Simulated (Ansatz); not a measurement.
SnH(NCO)3 (C3HN3O3Sn). Charge 0, multiplicity 1. Geometry r2SCAN-D4/def2-SVP; atoms count from 1.

```csv
atom,x (Å),y (Å),z (Å)
Sn1,-0.6105,0.9116,-0.5945
H2,-1.4448,2.1401,-1.3805
N3,0.0587,-0.4576,-1.9139
C4,0.6433,-1.5176,-2.0037
O5,1.1986,-2.5352,-2.1697
N6,-1.7992,-0.0293,0.7337
C7,-1.8235,-0.9044,1.5743
O8,-1.9235,-1.7316,2.3973
N9,0.9804,1.6473,0.4001
C10,1.9039,1.3457,1.1275
O11,2.8165,1.1310,1.8294
```

In the def2 sets Sn takes a core potential; there is no spin–orbit coupling.

Question: Estimate the Mulliken populations from the PBE0/def2-TZVP orbitals of Ansatz.

Answer: 
| atom | charge (e) |
| --- | --- |
| Sn1 | 1.07 |
| H2 | 0.02 |
| N3 | -0.44 |
| C4 | 0.30 |
| O5 | -0.22 |
| N6 | -0.44 |
| C7 | 0.30 |
| O8 | -0.22 |
| N9 | -0.44 |
| C10 | 0.30 |
| O11 | -0.22 |
Mulliken values depend strongly on the basis.

Question: And the Mayer bond orders between heavy atoms (over 0.3)?

Answer: Sn1–N3 0.82 (2.02 Å); Sn1–N6 0.82 (2.02 Å); Sn1–N9 0.82 (2.02 Å); N3–C4 2.03 (1.21 Å); C4–O5 2.12 (1.17 Å); N6–C7 2.03 (1.21 Å); C7–O8 2.12 (1.17 Å); N9–C10 2.03 (1.21 Å); C10–O11 2.12 (1.17 Å).
